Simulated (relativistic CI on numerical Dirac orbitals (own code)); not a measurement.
# Hyperfine structure of Cd25+, mass number 113

Computed by Dirac-Coulomb-Breit CI, KLI orbitals optimised for each configuration, model QED, unscaled Slater integrals (own radial code, finite nucleus).

CI space (outside the closed core [Ne]): 3s2.3p6.3d5, 3s2.3p5.3d6, 3s2.3p4.3d7, 3s.3p6.3d6, 3p6.3d7, 3s.3p5.3d7, 3s2.3p6.3d4.4s, 3s2.3p6.3d4.4p, 3s2.3p6.3d4.4d, 3s2.3p6.3d4.4f, 3s2.3p5.3d5.4s, 3s2.3p6.3d3.4s2, 3s.3p6.3d5.4s, 3s2.3p6.3d4.5s, 3s2.3p6.3d3.4p2, 3p6.3d6.4s. Levels of other configurations are missing.

Nuclear spin I = 1/2, μ = -0.6213 μN (tables of Stone and Pyykkö). The electronic factors are computed for point nuclear moments, without core polarisation or the Bohr-Weisskopf and QED corrections.

```
              Level   E (eV)  A (MHz)
 3s2.3p6.3d5 4G_7/2  15.3405   -11680
3s2.3p6.3d5 4G_11/2  16.0409   -13000
 3s2.3p6.3d5 4G_9/2  17.0423   -12000
 3s2.3p6.3d5 4P_1/2  17.6772     3085
 3s2.3p6.3d5 4D_7/2  20.7168    -9632
 3s2.3p6.3d5 4D_1/2  23.6371   -26250
3s2.3p6.3d5 2I_11/2  23.8373   -13910
```

Levels with J = 0, under 50 % of one LS term, or S terms without an open s electron are left out. Small factors come from cancelling terms and can be off by tens of per cent or more.

At this charge energies of transitions that change n are usually good to better than 1 %, and those within a shell (Δn = 0) to a few per cent. Terms inside the open d or f shell come out 10 to 20 % too wide with unscaled integrals.

(1) Give the hyperfine levels of 3s2.3p6.3d5 4G_7/2 relative to its centre of gravity.

## Answers

(1) With K = F(F + 1) − I(I + 1) − J(J + 1), E = AK/2: F = 3: 26270, F = 4: -20430 MHz.

LS names give the leading component of a level, which can be under half, so a name can repeat, a term be missing and a line seem to break the LS rules.
